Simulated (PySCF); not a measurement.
An EPR job, as run on `C#C[SiH]CC[SiH3]` [radical].

Level of theory: PySCF 2.14.0, UKS B3LYP, pcH-1 on C H Si, non-relativistic, mean-field spin-orbit, GIAO.

Input of the driver that calls PySCF (job settings, then Cartesian coordinates in Å):

```
{"job": {"kind": "epr", "basis": "pcH-1"}, "charge": 0, "multiplicity": 2}
C      3.1511     0.6920     1.3624
C      2.3702     0.6577     0.4406
Si     1.3380     0.5051    -1.0590
C      0.1396    -0.9605    -0.9576
C     -0.8065    -0.8824     0.2467
Si    -2.1186     0.4880     0.1512
H      3.8000     0.7422     2.1889
H      0.7751     1.7779    -1.4974
H      0.7143    -1.8896    -0.8955
H     -0.4489    -1.0243    -1.8761
H     -1.3245    -1.8422     0.3458
H     -0.2137    -0.7634     1.1573
H     -1.4890     1.8097     0.1945
H     -3.0341     0.3491     1.2843
H     -2.8575     0.3486    -1.1080
```

The self-consistent field part of the output:

```
UKS, coarse grid
  cycle   1  E = -736.68146122  |g| = 3.94e-01
  cycle   2  E = -736.62798922  |g| = 4.91e-01
  cycle   3  E = -736.75714828  |g| = 5.19e-02
  cycle   4  E = -736.75780575  |g| = 4.10e-02
  cycle   5  E = -736.75858522  |g| = 1.52e-02
  cycle   6  E = -736.75870579  |g| = 4.61e-03
  cycle   7  E = -736.75871851  |g| = 1.03e-03
  cycle   8  E = -736.75872073  |g| = 4.44e-04
UKS, final grid
  cycle   1  E = -736.75867344  |g| = 4.35e-04
  cycle   2  E = -736.75867347  |g| = 5.60e-04
  cycle   3  E = -736.75867364  |g| = 1.23e-04
  cycle   4  E = -736.75867366  |g| = 1.36e-04
  cycle   5  E = -736.75867369  |g| = 5.47e-05
  cycle   6  E = -736.75867369  |g| = 1.14e-05
E = -736.75867369 Eh   <S^2> = 0.7550 (exact 0.7500)
```

Problem. What follows in the output?

Solution. 
```
g shifts (ppm)      1          2          3
  rmc          -138       -138       -138
  gc             13         79         80
  oz_so         -95        743       1900
  total        -220        683       1842
hyperfine (MHz)  atom isotope    a_iso     a_fc   dipolar eigenvalues
    0   13C      16.13      16.20    -15.55    -12.53     28.08
    1   13C       2.90       2.88     -9.82     -0.25     10.07
    2  29Si    -417.36    -418.43   -168.72     84.09     84.63
    3   13C      18.41      18.39     -3.05     -2.78      5.83
    4   13C      35.65      35.65     -2.46     -2.37      4.83
    5  29Si      -3.48      -3.48     -0.76      0.13      0.63
    6    1H     -14.57     -14.56     -7.49     -0.90      8.39
    7    1H      30.17      30.16     -9.71      1.35      8.37
    8    1H       7.64       7.64     -4.03     -2.46      6.50
    9    1H      -1.05      -1.05     -3.70     -2.08      5.78
   10    1H      15.46      15.46     -1.77     -0.75      2.52
   11    1H       0.52       0.52     -2.63     -0.81      3.44
   12    1H       2.40       2.40     -1.73     -1.19      2.92
   13    1H      -0.26      -0.26     -0.62     -0.39      1.01
   14    1H       0.11       0.11     -0.77     -0.69      1.46
```

The program numbers atoms from 0. The g shifts stand along the tensor's principal axes 1 to 3: rmc is the relativistic mass correction, gc the gauge correction, oz_so the orbital-Zeeman/spin–orbit term. a_fc is the Fermi-contact part of a_iso, which also holds a spin–orbit part where one was computed. The run used 260 basis functions and 14 SCF iterations in all.

Hardware: an Arm Neoverse V1 with one thread (shared host). Cost: 68 s (with the writing of density and orbital grids), 1.0 GiB resident at most.

Problem. Where does the spin sit (Mulliken spin populations, atoms from 0)?

Solution. 2 Si +0.92, 0 C +0.20, 1 C -0.12, 4 C +0.02, 3 C -0.01, 10 H +0.01, 6 H -0.01. Over all atoms they add up to 1.

One conformer (not necessarily the lowest) at the GFN2-xTB geometry, without solvent, vibrations or thermal averaging.
Labels such as C1 count atoms from 1, the log's own numbers from 0.
